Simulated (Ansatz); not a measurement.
`NB(S)[SiH2][SiH3]` → `N[B]S`• + `[SiH2][SiH3]`•  (homolysis of the B–Si bond)

Computed with Ansatz on PBE0-D4/def2-TZVP structures; ΔE is electronic, products minus reactants. CBS: MP2 limit from def2 TZ/QZ plus the TZ coupled-cluster correction, frozen cores. This one scheme is used for every species. Functionals use def2-TZVPP. Open shells (•) are unrestricted, without spin–orbit coupling. One conformer a species, not always the lowest.

```json
{"level": "r2SCAN-D4", "ΔE (kJ/mol)": "338.4"}
{"level": "ωB97X-V", "ΔE (kJ/mol)": "377.0"}
{"level": "PBE0", "ΔE (kJ/mol)": "346.5"}
{"level": "MP2/def2-TZVPP", "ΔE (kJ/mol)": "370.2"}
{"level": "SCS-MP2/def2-TZVPP", "ΔE (kJ/mol)": "370.3"}
{"level": "CCSD(T)/def2-TZVPP", "ΔE (kJ/mol)": "363.7"}
{"level": "MP2/def2-QZVPP", "ΔE (kJ/mol)": "375.1"}
{"level": "MP2/CBS(def2)", "ΔE (kJ/mol)": "379.3"}
```

(1) What does CCSD(T)/CBS give? (An estimate is asked.)

Largest T1 diagnostic among the species: 0.015.

## Answers

(1) The calculation gave: +372.8 kJ/mol. The listed levels differ from it by -34.4, 4.2, -26.3, -2.6, -2.5, -9.1, 2.3, 6.5 kJ/mol.

The D4 term adds +17.8 kJ/mol with B3LYP and +10.2 kJ/mol with PBE0; it sums over pairs of atoms, weighted by their polarisabilities, and B3LYP, whose exchange is more repulsive, gets the larger term. In def2-TZVPP, CCSD(T) changes the Hartree–Fock value by +103.1 kJ/mol (the triples alone add +9.6 kJ/mol) and MP2 by +109.5 kJ/mol; breaking electron pairs costs correlation energy, which Hartree–Fock lacks.

B3LYP here is the variant with VWN-RPA as its local correlation; programs differ in this.
